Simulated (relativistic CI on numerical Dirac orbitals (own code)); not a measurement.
Calculated at this level of theory: Dirac-Coulomb-Breit CI, KLI orbitals optimised for each configuration, model QED, unscaled Slater integrals (own radial code, finite nucleus).

The strongest absorption lines from the ground level of an ion, among the configurations computed and to levels below about 9380 eV (vacuum wavelength in nm, gf): 0.13239 (0.048), 0.13282 (0.027), 0.14721 (0.11), 0.14824 (0.065), 0.19416 (0.43), 0.19852 (0.27), 2.0628 (0.16), 9.5711 (0.016).

Problem. Which ion is it?
A. La LVII
B. La LIII
C. La LV
D. Ho LXV

Solution. C. La LV has 3 electrons and the ground level 2s 2S_1/2; the strongest line goes to 3p 2P°_3/2. The pattern of lines fixes the number of electrons, and along that sequence the line energies rise steadily with the charge (about as its square where n changes within one kind of shell, about linearly where n is kept but much faster in heavy ions where fine structure, which grows about as Z⁴, sets the gap, and irregularly where shells cross), which fixes Z. Configurations outside the model, such as inner-shell arrays, can give stronger lines. At this charge energies of transitions that change n are usually good to better than 1 %, and those within a shell (Δn = 0) to a few per cent.
